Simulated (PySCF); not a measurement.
BiBr₂, SMILES [Br][Bi+][Br] (connectivity only; charge and spin as stated), charge +1, multiplicity 1. Atoms are numbered in the order given.

```xyz
3

Bi     0.0000     0.0000     0.7371
Br     0.0000    -1.9710    -0.8740
Br     0.0000     1.9710    -0.8740
```
Charge +1, spin multiplicity 1.

Coordinates come from a B3LYP-D3(BJ)/def2-SVP optimisation. The spin state was assumed, not searched. The isomer is the one that the SMILES or the coordinates give; other isomers of the formula were not compared. The def2 effective core potentials stand for the cores of Bi; spin–orbit coupling is left out.

Calculation: IEF-PCM-PBE0/def2-SVP run with PySCF 2.14.0.

The values are the electrostatic part of the solvation free energy, E(continuum) − E(gas) at the gas-phase geometry, in a cavity of scaled van der Waals radii (PySCF's table); cavitation and dispersion terms are not included. A continuum can't describe solvent molecules that bind to the metal. In vacuum the orbital gap is 3.68 eV.

Computed values in water (ε = 78.36), benzene (ε = 2.27), cyclohexanone (ε = 15.62):
```csv
solvent,ε,ΔG(elec) (kcal/mol),gap (eV)
water,78.36,-64.7,4.15
benzene,2.27,-34.9,3.86
cyclohexanone,15.62,-60.9,4.10
```
